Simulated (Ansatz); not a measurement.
Reaction (substitution at a C–O bond): `B[Si](O)(F)OC` + `[OH][Zn][O][SiH3]` → `C[O][Zn][O][SiH3]` + `B[Si](O)(O)F`

Isolated molecules relaxed with PBE0-D4/def2-TZVP in Ansatz; ΔE leaves out vibrations. CCSD(T)/CBS is the MP2 limit (def2-TZVPP, def2-QZVPP) plus CCSD(T) − MP2 in def2-TZVPP, frozen cores. Functionals use def2-TZVPP. B3LYP here is the variant with VWN-RPA as its local correlation; programs differ in this. For Zn outer-core shells are correlated without core-valence functions, which leaves a few kJ/mol of doubt a bond. Scalar relativity is left out up to krypton. One conformer a species, not always the lowest.

Question: Is it downhill or uphill in electronic energy at CCSD(T)/CBS, and by how much? (Best estimate.)

Answer: The calculation gave: Uphill: ΔE = +11.7 kJ/mol.

Question: What do these levels give: r2SCAN-D4, PBE0-D4, B3LYP-D4, ωB97X-V, ωB97M-V, PBE0, HF/def2-TZVPP, MP2/def2-TZVPP, HF/def2-QZVPP, SCS-MP2/def2-QZVPP, MP2/CBS(def2), CCSD/CBS(def2)? (Best estimate.)

Answer: The calculation gave: r2SCAN-D4 9.3, PBE0-D4 9.7, B3LYP-D4 10.5, ωB97X-V 11.1, ωB97M-V 11.3, PBE0 8.1, HF/def2-TZVPP 7.6, MP2/def2-TZVPP 11.8, HF/def2-QZVPP 8.1, SCS-MP2/def2-QZVPP 11.9, MP2/CBS(def2) 12.6, CCSD/CBS(def2) 11.4 kJ/mol.

Largest T1 diagnostic among the species: 0.016.

In def2-TZVPP, CCSD(T) changes the Hartree–Fock value by +3.3 kJ/mol (the triples alone add +0.3 kJ/mol) and MP2 by +4.2 kJ/mol.
